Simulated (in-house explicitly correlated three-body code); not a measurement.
Computed with an exponentially correlated three-body code. Model: two electrons around a point charge, non-relativistic, variational in 260 exponentially correlated functions (energies converged to about 1e-7 hartree, or 1e-8 relative for large Z).

For this charge the correlation energy is taken as exact minus Hartree-Fock, from which it differs by microhartrees, and the kinetic parts follow from it.

For two electrons in a singlet the Kohn-Sham orbital is the square root of half the density, so the exact Kohn-Sham potential and energy parts follow from the density alone, and exchange is minus half the Hartree energy. The Kohn-Sham level equals minus the binding energy of the second electron.

Command:
```bash
python run_hyl.py task.json out
```
Settings (lengths in bohr, energies in hartree):
```
Z                      9.4
interaction_strength   1
functions              260
states_tried           13
```

Cost of the run: 18 s on 1 thread of AMD EPYC 9R45 96-Core Processor (Zen 5), with other jobs on the host.

**Those bound S and P states to n = 4 that converged, binding against the one-electron ion.**

Given: nuclear charge 9.4.

Computed: one-electron threshold -44.18 hartree.

| term | energy (hartree) | binding (eV) | quantum defect |
| --- | --- | --- | --- |
| 1 1S | -82.6417523 | 1046.6 | 0.042255 |
| 2 3S | -53.5064399 | 253.79 | 0.055059 |
| 2 3P | -53.1780461 | 244.85 | 0.019886 |
| 2 1S | -53.1593753 | 244.34 | 0.017829 |
| 2 1P | -52.9364251 | 238.27 | -0.0072472 |
| 3 3S | -48.2404888 | 110.49 | 0.052355 |
| 3 3P | -48.1507725 | 108.05 | 0.019242 |
| 3 1S | -48.1487451 | 108 | 0.01848 |
| 3 1P | -48.0840585 | 106.23 | -0.0061187 |
| 4 3S | ? | ? | ? |
| 4 3P | -46.4061301 | 60.576 | 0.019029 |
| 4 1S | ? | ? | ? |
| 4 1P | -46.3786966 | 59.83 | -0.0057297 |

(1) What belongs in the row 4 3S?

(2) What belongs in the row 4 1S?

**Exact Kohn-Sham parts of the ground state from its density.**

Computed: total energy -82.6417523 hartree; Kohn-Sham kinetic 82.597 hartree; Hartree energy 11.305 hartree; potential part of the DFT correlation energy -0.090054 hartree; exact minus restricted Hartree-Fock -0.045631 hartree; Kohn-Sham level -1046.6 eV; restricted Hartree-Fock level -1046.9 eV; dipole polarisability 0.0013515 bohr³; C6 of two such species 4.7382e-05 hartree·bohr⁶.

(3) What is the kinetic part of the DFT correlation energy?

(4) What is the exchange energy?

**Functionals on the exact density and self-consistent, errors are functional minus exact, hybrids only self-consistent, a dash where a self-consistent run leaves the top level unbound.**

```json
{"result": "HSE06", "exchange error (millihartree)": "-", "correlation error (millihartree)": "-", "functional driven error (millihartree)": "-", "density driven error (millihartree)": "-", "self consistent total error (millihartree)": "73.301", "top level plus exact binding (eV)": "42.237"}
{"result": "PBE0", "exchange error (millihartree)": "-", "correlation error (millihartree)": "-", "functional driven error (millihartree)": "-", "density driven error (millihartree)": "-", "self consistent total error (millihartree)": "79.758", "top level plus exact binding (eV)": "41.86"}
{"result": "revTPSS", "exchange error (millihartree)": "?", "correlation error (millihartree)": "?", "functional driven error (millihartree)": "?", "density driven error (millihartree)": "?", "self consistent total error (millihartree)": "?", "top level plus exact binding (eV)": "?"}
{"result": "OLYP", "exchange error (millihartree)": "29.057", "correlation error (millihartree)": "-4.5937", "functional driven error (millihartree)": "24.463", "density driven error (millihartree)": "-1.3157", "self consistent total error (millihartree)": "23.147", "top level plus exact binding (eV)": "55.269"}
{"result": "wB97X", "exchange error (millihartree)": "-", "correlation error (millihartree)": "-", "functional driven error (millihartree)": "-", "density driven error (millihartree)": "-", "self consistent total error (millihartree)": "-153.79", "top level plus exact binding (eV)": "42.139"}
{"result": "LDA VWN5", "exchange error (millihartree)": "?", "correlation error (millihartree)": "?", "functional driven error (millihartree)": "?", "density driven error (millihartree)": "?", "self consistent total error (millihartree)": "?", "top level plus exact binding (eV)": "?"}
{"result": "SCAN", "exchange error (millihartree)": "-4.0491", "correlation error (millihartree)": "1.6999", "functional driven error (millihartree)": "-2.3492", "density driven error (millihartree)": "-0.31451", "self consistent total error (millihartree)": "-2.6638", "top level plus exact binding (eV)": "49.792"}
{"result": "BLYP", "exchange error (millihartree)": "41.929", "correlation error (millihartree)": "-4.5937", "functional driven error (millihartree)": "37.335", "density driven error (millihartree)": "-1.4257", "self consistent total error (millihartree)": "35.909", "top level plus exact binding (eV)": "55.266"}
{"result": "LDA PW92", "exchange error (millihartree)": "800.66", "correlation error (millihartree)": "-152.85", "functional driven error (millihartree)": "647.8", "density driven error (millihartree)": "-2.6437", "self consistent total error (millihartree)": "645.16", "top level plus exact binding (eV)": "61.761"}
{"result": "PBEsol", "exchange error (millihartree)": "352.02", "correlation error (millihartree)": "-16.249", "functional driven error (millihartree)": "335.78", "density driven error (millihartree)": "-1.4365", "self consistent total error (millihartree)": "334.34", "top level plus exact binding (eV)": "58.871"}
{"result": "r2SCAN0", "exchange error (millihartree)": "-", "correlation error (millihartree)": "-", "functional driven error (millihartree)": "-", "density driven error (millihartree)": "-", "self consistent total error (millihartree)": "-1.5046", "top level plus exact binding (eV)": "37.122"}
{"result": "PW91", "exchange error (millihartree)": "93.371", "correlation error (millihartree)": "-15.526", "functional driven error (millihartree)": "77.845", "density driven error (millihartree)": "-1.4432", "self consistent total error (millihartree)": "76.402", "top level plus exact binding (eV)": "55.581"}
{"result": "r2SCAN", "exchange error (millihartree)": "-4.0491", "correlation error (millihartree)": "1.6999", "functional driven error (millihartree)": "-2.3492", "density driven error (millihartree)": "-0.31451", "self consistent total error (millihartree)": "-2.6638", "top level plus exact binding (eV)": "49.792"}
{"result": "PBE", "exchange error (millihartree)": "110.31", "correlation error (millihartree)": "-2.233", "functional driven error (millihartree)": "108.07", "density driven error (millihartree)": "-1.4098", "self consistent total error (millihartree)": "106.66", "top level plus exact binding (eV)": "56.187"}
```

(5) What belongs in the row revTPSS?

(6) What belongs in the row LDA VWN5?

**Density and exact potentials over r, pair density (one pair, times 4 pi r12^2) and exact minus Kohn-Sham pair density over r12.**

```
radius (bohr)  radial density (electrons/bohr)  exchange potential (hartree)  intracule density (1/bohr)  Coulomb hole against Kohn-Sham (1/bohr)  correlation potential (hartree)
        0.045                           5.4018                       -8.3905                     0.63563                                 -0.04641                           -0.011
       0.0522                                ?                             ?                           ?                                        ?                                ?
       0.0605                            7.325                       -7.9818                       1.073                                 -0.06589                                0
       0.0701                           8.2353                       -7.7152                      1.3683                                   -0.075                            0.005
       0.0812                           9.0051                       -7.4029                      1.7163                                 -0.08191                            0.011
       0.0941                           9.5407                       -7.0416                      2.1115                                 -0.08476                            0.016
        0.109                           9.7429                       -6.6351                      2.5317                                 -0.08146                             0.02
        0.126                           9.5443                        -6.193                      2.9377                                 -0.07059                            0.021
        0.146                           8.9053                       -5.7097                      3.2907                                 -0.05135                             0.02
         0.17                                ?                             ?                           ?                                        ?                                ?
        0.197                            6.443                       -4.6698                      3.5583                                 0.003945                            0.013
        0.228                           4.9395                       -4.1638                      3.3613                                  0.02851                            0.009
        0.264                           3.4716                       -3.6761                      2.9331                                  0.04365                            0.006
        0.306                           2.2006                       -3.2172                      2.3255                                  0.04621                            0.004
        0.355                            1.236                       -2.7964                      1.6437                                  0.03764                            0.002
        0.411                          0.61168                       -2.4258                      1.0239                                   0.0239                                0
        0.476                          0.25873                       -2.0986                     0.54666                                  0.01126                            0.001
```

(7) What belongs in the row 0.0522?

(8) What belongs in the row 0.17?

Results:

(1) energy (hartree): -46.4429177; binding (eV): 61.577; quantum defect: 0.05152.

(2) energy (hartree): -46.4057586; binding (eV): 60.566; quantum defect: 0.018697.

(3) 0.044422 hartree.

(4) -5.6525 hartree.

(5) exchange error (millihartree): -3.083; correlation error (millihartree): -5.2262; functional driven error (millihartree): -8.3092; density driven error (millihartree): -0.24607; self consistent total error (millihartree): -8.5553; top level plus exact binding (eV): 50.965.

(6) exchange error (millihartree): 800.66; correlation error (millihartree): -153.84; functional driven error (millihartree): 646.82; density driven error (millihartree): -2.6431; self consistent total error (millihartree): 644.18; top level plus exact binding (eV): 61.748.

(7) radial density (electrons/bohr): 6.3593; exchange potential (hartree): -8.2053; intracule density (1/bohr): 0.83058; Coulomb hole against Kohn-Sham (1/bohr): -0.05603; correlation potential (hartree): -0.006.

(8) radial density (electrons/bohr): 7.8138; exchange potential (hartree): -5.1862; intracule density (1/bohr): 3.5245; Coulomb hole against Kohn-Sham (1/bohr): -0.02451; correlation potential (hartree): 0.017.

The density-driven part is never positive, since each functional's own density lowers its energy. Here it is small beside the functional-driven part (median ratio 0.024), the normal case.
